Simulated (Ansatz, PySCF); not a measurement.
Gas-phase reaction (SMILES): OB(Br)Br [dibromoborinic acid] + [H][H] (H2) → BrBBr + O (H2O); hydrogen cleaves one B-O bond, a model of a ligand-exchange step.

Structures are relaxed separately at B3LYP-D3(BJ)/def2-TZVP in Ansatz (a quantum-chemistry and plane-wave program), one conformer each, not searched for the lowest. Valence correlation only, unless marked. No spin-orbit coupling. Frozen are the shells of the preceding noble gas and the d and f shells that filled before the atom's block. Non-relativistic. CBS(X,Y): correlation extrapolated as X^-3; Hartree-Fock from the larger set. Thermal terms are rigid-rotor harmonic-oscillator values from B3LYP-D3(BJ) frequencies (Ansatz or PySCF) at 298.15 K and 1 atm. 1 Eh = 627.5095 kcal/mol.

```json
[
 {"species": "OB(Br)Br", "E, CCSD(T)/CBS(aug-cc-pVTZ,aug-cc-pVQZ) (Ansatz) (Eh)": "-5246.05805", "E, PBE0-D4/def2-TZVPD (Ansatz + dftd4) (Eh)": "-5248.45480", "H - E (Eh)": "0.02594"},
 {"species": "[H][H] (H2)", "E, CCSD(T)/CBS(aug-cc-pVTZ,aug-cc-pVQZ) (Ansatz) (Eh)": "-1.17444", "E, PBE0-D4/def2-TZVPD (Ansatz + dftd4) (Eh)": "-1.16831", "H - E (Eh)": "0.01336"},
 {"species": "BrBBr", "E, CCSD(T)/CBS(aug-cc-pVTZ,aug-cc-pVQZ) (Ansatz) (Eh)": "-5170.81651", "E, PBE0-D4/def2-TZVPD (Ansatz + dftd4) (Eh)": "-5173.20131", "H - E (Eh)": "0.01851"},
 {"species": "O (H2O)", "E, CCSD(T)/CBS(aug-cc-pVTZ,aug-cc-pVQZ) (Ansatz) (Eh)": "-76.37513", "E, PBE0-D4/def2-TZVPD (Ansatz + dftd4) (Eh)": "-76.38102", "H - E (Eh)": "0.02495"}
]
```

### Question
Work out ΔE and ΔH at 298.15 K at the first level, then ΔH at the second.

### Answer

1. ΔE = [(-5170.81651) + (-76.37513)] - [(-5246.05805) + (-1.17444)] = 0.04085 Eh = 25.6 kcal/mol at CCSD(T)/CBS(aug-cc-pVTZ,aug-cc-pVQZ).
2. The terms H - E add up to 0.00416 Eh, so ΔH = (0.04085 + (0.00416))×627.5095 = 28.2 kcal/mol.
3. At PBE0-D4/def2-TZVPD the same steps give ΔE = 25.6 and ΔH = 28.2 kcal/mol, a shift of +0.0 from the first level.
4. These values are not checked against measurement here, since the tables used lack a sound gas-phase enthalpy of formation for at least one species.
